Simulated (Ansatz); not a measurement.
Consider the homolysis of the Cl–Si bond: `N[Si]([SiH3])(Cl)Cl` → Cl• + `N[Si]([SiH3])Cl`•.

Computed with Ansatz on PBE0-D4/def2-TZVP structures; ΔE is electronic, products minus reactants. CCSD(T)/CBS adds triple-zeta CCSD(T) − MP2 to the extrapolated MP2 energy (def2 sets, frozen cores). This one scheme is used for every species, atoms too. Functionals use def2-TZVPP. Open shells (•) are unrestricted, without spin–orbit coupling. Spin–orbit coupling would lower the free atoms: a little for Cl. Each species was taken in one conformer, which may not be the lowest.

```tsv
level	ΔE (kJ/mol)
r2SCAN0-D4	453.2
ωB97X-V	469.4
```

(1) What does CCSD(T)/CBS give? (Best estimate.)

Largest T1 diagnostic among the species: 0.015.

Results:

(1) The calculation gave: +472.3 kJ/mol. The listed levels differ from it by -19.1, -2.9 kJ/mol.

In def2-TZVPP, CCSD(T) changes the Hartree–Fock value by +99.6 kJ/mol (the triples alone add +9.4 kJ/mol) and MP2 by +126.5 kJ/mol; breaking electron pairs costs correlation energy, which Hartree–Fock lacks. At CCSD(T), def2-SVP lies −43.1 kJ/mol from the extrapolated value and def2-TZVPP −17.7 kJ/mol: correlation converges slowly with the basis, and small sets miss more of it in the bonded molecule than in its fragments.

CCSD(T)/CBS has its own doubt, a few kJ/mol and more with outer-core shells, so smaller differences from it don't rank the levels.
